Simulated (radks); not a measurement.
Problem. These are the eigenvalues of the occupied orbitals of an atom or ion with whole-number occupations (Ry). Method: Dirac Kohn-Sham, LB94 model potential, spin-unpolarised, spherical densities, finite nucleus; Fermi nuclear charge, rms radius of each element as measured or else 0.836 A^(1/3) + 0.57 fm; computed with a radial shooting solver on a logarithmic mesh with Libxc functionals.

orbital  eigenvalue
1s1/2     -4208.560
2s1/2     -802.1944
2p1/2     -770.4388
2p3/2     -706.6303
3s1/2     -265.1417
3p1/2     -251.2381
3p3/2     -237.4801
3d3/2     -213.8917
3d5/2     -210.8201
4s1/2     -127.7532

Which element is it, and in what charge state? The configuration may be excited. Open shells, if any, fill j = l - 1/2 first.

Solution. Z = 67, holmium, charge +37: Ho37+ in [Ar] 3d10 4s2. The list shows which subshells hold electrons but not how many an open one holds; the 1s level, -2104.3 hartree, gives Z - s = 64.9 by -(Z - s)^2/2, which with screening and relativity narrows Z to a few neighbours, and the depths of the outer levels then fix element, charge and occupations together.
